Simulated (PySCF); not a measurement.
# A fit for the ¹⁵N shielding

GIAO PBE0/pcSseg-1 on GFN2-xTB geometries (PySCF, gas phase, non-relativistic):

| SMILES | IAO charge (e) of N | σ(N) (ppm) |
| --- | --- | --- |
| C#CC(C)(C)N | -0.564 | 187.8 |
| C#C[Si](C)(C)NCC | -0.674 | 213.7 |
| C#C[Si@](C)(N)COC | -0.840 | 250.8 |
| C[Si](C)(N)C#CC(F)(F)F | -0.840 | 246.8 |
| C#C[Si](C)(C)N | -0.839 | 242.7 |

(1) Fit σ(N) as a line in the IAO charge of N. How well does it hold?

(2) A further member, `C#C[Si@@](C)(N)C=O`, has x = -0.836. What does the line predict, and what does the calculation give?

Results:

(1) σ = 69.7 − 211.1 x, with x in e; correlation -0.99, rms deviation 2.6 ppm, largest 4.2 ppm at `C#C[Si](C)(C)N`. A charge says how many electrons sit at the atom, not how easily they circulate, so such a line holds only within like compounds.

(2) The line gives 246.2 ppm; the calculation 256.0 ppm, a difference of 9.8 ppm, outside the usual scatter of the fit.
